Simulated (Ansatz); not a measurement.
Born–Oppenheimer molecular dynamics of ClH$_{5}$OSn (8 atoms, charge 0, multiplicity 1). It starts at the highest image of a converged band. Of that band: The profile has 2 maxima (images 3, 7) with wells between them (image 4): this band takes more than one step, which may be the mechanism or a detour left from its start path. A vibrational analysis at the climbing image gives one clearly imaginary mode, 302i cm⁻¹: a first-order saddle point.

These are results of RKS PBE0-D4/def2-SVP in Ansatz 0.2.0, not measurements.

| Item | Value |
| --- | --- |
| ensemble | NVE (velocity Verlet) |
| time step | 0.5 fs |
| steps asked | 200 |
| starting velocities drawn for | 300 K |
| seed | 6658 |

First frame:

```xyz
8
Properties=species:S:1:pos:R:3
Sn -0.433 0.705 -0.519
Cl 0.753 -2.123 -0.712
H -1.797 -0.085 -1.135
H -0.873 2.147 0.315
H 0.920 0.999 -1.502
H 0.511 -1.312 0.578
O 0.118 -0.363 1.209
H 0.801 0.033 1.767
```

How far do the bonds stretch over the last three quarters of this one trajectory? (Pairs bonded in most of those frames.)


| bond | mean (Å) | spread (Å) | shortest | longest |
| --- | --- | --- | --- | --- |
| Sn1–H3 | 1.697 | 0.032 | 1.65 | 1.75 |
| Sn1–H4 | 1.717 | 0.018 | 1.69 | 1.74 |
| Sn1–H5 | 1.707 | 0.031 | 1.66 | 1.76 |
| Sn1–O7 | 2.053 | 0.053 | 1.97 | 2.15 |
| Cl2–H6 | 1.363 | 0.054 | 1.30 | 1.54 |
| O7–H8 | 0.966 | 0.004 | 0.96 | 0.97 |

Mean temperature of the second half: 249 K. The conserved energy stayed within 0.045 meV per atom of its start (net change 0.018 meV per atom), so the integration is sound. A run of 0.1 ps of so small a system gives no equilibrium averages. The orbitals stay closed-shell, which can raise the energy where a bond breaks towards radicals; this wasn't checked here.

Time of the run: 6.2 min on 2 threads of Arm Neoverse V1, with other jobs on the host, peak memory 0.17 GiB.
